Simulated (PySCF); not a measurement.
trimethylboroxine (C$_{3}$H$_{9}$B$_{3}$O$_{3}$), singlet, geometry from GFN2-xTB; CAMB3LYP/STO-3G (PySCF).

Here is a job for PySCF.
```python
from pyscf import gto, scf, dft

mol = gto.Mole()
mol.atom = '''
    C    -1.88395612   -2.27603110   -0.19044238
    B    -0.87190410   -1.05674841   -0.09615793
    O     0.47004841   -1.27270533    0.04483004
    B     1.35009723   -0.23070259    0.14235499
    C     2.90538755   -0.50419483    0.30298053
    O     0.86423434    1.04578587    0.09599612
    B    -0.47285194    1.29171753   -0.04663207
    C    -1.02286120    2.77925774   -0.11210905
    O    -1.32942531    0.23068972   -0.14120135
    H    -1.38725937   -3.18978592   -0.50066549
    H    -2.69630027   -2.06716824   -0.88002264
    H    -2.33445810   -2.46363513    0.78177321
    H     3.29289147   -1.03354151   -0.56390256
    H     3.10060956   -1.13590232    1.16551924
    H     3.46912033    0.41574807    0.41763267
    H    -1.89407176    2.90521266    0.52450806
    H    -0.26974731    3.50276142    0.18249627
    H    -1.33777140    3.02062529   -1.12473696
'''
mol.basis = 'sto-3g'
mol.verbose = 4
mol.build()

mf = dft.RKS(mol)
mf.xc = 'camb3lyp'
mf.kernel()
```

What the program printed (banner, timings and long lists left out):

```
PySCF version 2.14.0

[INPUT] verbose = 4
[INPUT] num. atoms = 18
[INPUT] num. electrons = 66
[INPUT] charge = 0
[INPUT] spin (= nelec alpha-beta = 2S) = 0
[INPUT] symmetry False subgroup None
[INPUT] Mole.unit = angstrom
[INPUT] Symbol           X                Y                Z      unit          X                Y                Z       unit  Magmom
[INPUT]  1 C     -1.883956120000  -2.276031100000  -0.190442380000 AA   -3.560161097498  -4.301075429993  -0.359883940710 Bohr   0.0
[INPUT]  2 B     -0.871904100000  -1.056748410000  -0.096157930000 AA   -1.647659955885  -1.996965077470  -0.181712152405 Bohr   0.0
[INPUT]  3 O      0.470048410000  -1.272705330000   0.044830040000 AA    0.888262760187  -2.405064510974   0.084716497753 Bohr   0.0
[INPUT]  4 B      1.350097230000  -0.230702590000   0.142354990000 AA    2.551314006234  -0.435964711328   0.269011943565 Bohr   0.0
[INPUT]  5 C      2.905387550000  -0.504194830000   0.302980530000 AA    5.490386755221  -0.952790142122   0.572550222776 Bohr   0.0
[INPUT]  6 O      0.864234340000   1.045785870000   0.095996120000 AA    1.633166210044   1.976248879240   0.181406375821 Bohr   0.0
[INPUT]  7 B     -0.472851940000   1.291717530000  -0.046632070000 AA   -0.893560664069   2.440992362000  -0.088121840922 Bohr   0.0
[INPUT]  8 C     -1.022861200000   2.779257740000  -0.112109050000 AA   -1.932927531444   5.252035958178  -0.211855400585 Bohr   0.0
[INPUT]  9 O     -1.329425310000   0.230689720000  -0.141201350000 AA   -2.512249738965   0.435940390553  -0.266831879919 Bohr   0.0
[INPUT] 10 H     -1.387259370000  -3.189785920000  -0.500665490000 AA   -2.621540273037  -6.027821784794  -0.946120656121 Bohr   0.0
[INPUT] 11 H     -2.696300270000  -2.067168240000  -0.880022640000 AA   -5.095269059891  -3.906381826999  -1.663001773017 Bohr   0.0
[INPUT] 12 H     -2.334458100000  -2.463635130000   0.781773210000 AA   -4.411486458273  -4.655595666557   1.477337258422 Bohr   0.0
[INPUT] 13 H      3.292891470000  -1.033541510000  -0.563902560000 AA    6.222663036216  -1.953110392269  -1.065621399341 Bohr   0.0
[INPUT] 14 H      3.100609560000  -1.135902320000   1.165519240000 AA    5.859302887608  -2.146544289058   2.202512156511 Bohr   0.0
[INPUT] 15 H      3.469120330000   0.415748070000   0.417632670000 AA    6.555687316861   0.785649989117   0.789211366971 Bohr   0.0
[INPUT] 16 H     -1.894071760000   2.905212660000   0.524508060000 AA   -3.579276886673   5.490056261019   0.991176583527 Bohr   0.0
[INPUT] 17 H     -0.269747310000   3.502761420000   0.182496270000 AA   -0.509748538738   6.619259763493   0.344867969055 Bohr   0.0
[INPUT] 18 H     -1.337771400000   3.020625290000  -1.124736960000 AA   -2.528021563276   5.708154523035  -2.125444816576 Bohr   0.0

nuclear repulsion = 415.219515055801
number of shells = 36
number of NR pGTOs = 162
number of NR cGTOs = 54
basis = sto-3g
ecp = {}

******** <class 'pyscf.dft.rks.RKS'> ********
method = RKS
initial guess = minao
damping factor = 0
level_shift factor = 0
DIIS = <class 'pyscf.scf.diis.CDIIS'>
diis_start_cycle = 1
diis_space = 8
diis_damp = 0
SCF conv_tol = 1e-09
SCF conv_tol_grad = None
SCF max_cycles = 50
direct_scf = True
direct_scf_tol = 1e-13
XC library pyscf.dft.libxc version 7.1.2
    S. Lehtola, C. Steigemann, M. J. T. Oliveira, and M. A. L. Marques,  SoftwareX 7, 1–5 (2018)
XC functionals = camb3lyp
    T. Yanai, D. P. Tew, and N. C. Handy,  Chem. Phys. Lett. 393, 51 (2004)
radial grids:
    Treutler-Ahlrichs [JCP 102, 346 (1995); DOI:10.1063/1.469408] (M4) radial grids

becke partition: Becke, JCP 88, 2547 (1988); DOI:10.1063/1.454033
pruning grids: <function nwchem_prune>
grids dens level: 3
symmetrized grids: False
atomic radii adjust function: <function treutler_atomic_radii_adjust>
small_rho_cutoff = 0
Set gradient conv threshold to 3.16228e-05
Initial guess from minao.
tot grids = 215016
init E= -416.172322120519
  HOMO = -0.378830552636581  LUMO = 0.0268031981022003  gap/eV = 11.03786
cycle= 1 E= -414.441221579723  delta_E= 1.73  |g|= 0.805  |ddm|= 5.35
  HOMO = -0.138992914613468  LUMO = 0.168509687522065  gap/eV = 8.36757
cycle= 2 E= -414.522912287068  delta_E= -0.0817  |g|= 0.73  |ddm|= 1.85
  HOMO = -0.266397523213037  LUMO = 0.158964481624704  gap/eV = 11.57469
cycle= 3 E= -414.665328266  delta_E= -0.142  |g|= 0.0329  |ddm|= 0.805
  HOMO = -0.272127152696014  LUMO = 0.156707269519414  gap/eV = 11.66918
cycle= 4 E= -414.665680510997  delta_E= -0.000352  |g|= 0.0167  |ddm|= 0.0674
  HOMO = -0.273231144994543  LUMO = 0.156419518632022  gap/eV = 11.69139
cycle= 5 E= -414.665763599993  delta_E= -8.31e-05  |g|= 0.00122  |ddm|= 0.023
  HOMO = -0.272916107914336  LUMO = 0.15672104202075  gap/eV = 11.69102
cycle= 6 E= -414.665764218954  delta_E= -6.19e-07  |g|= 0.000334  |ddm|= 0.00235
  HOMO = -0.272969484720165  LUMO = 0.15664829442551  gap/eV = 11.69050
cycle= 7 E= -414.665764246936  delta_E= -2.8e-08  |g|= 0.000196  |ddm|= 0.00059
  HOMO = -0.273015182984766  LUMO = 0.156628823264467  gap/eV = 11.69121
cycle= 8 E= -414.665764258068  delta_E= -1.11e-08  |g|= 2.47e-05  |ddm|= 0.000243
  HOMO = -0.273016494034672  LUMO = 0.15663231438733  gap/eV = 11.69134
cycle= 9 E= -414.665764258338  delta_E= -2.69e-10  |g|= 1.53e-06  |ddm|= 5.13e-05
  HOMO = -0.273017396806595  LUMO = 0.156631689664209  gap/eV = 11.69135
Extra cycle  E= -414.665764258338  delta_E= -3.41e-13  |g|= 6.75e-07  |ddm|= 3.47e-06
converged SCF energy = -414.665764258338
```
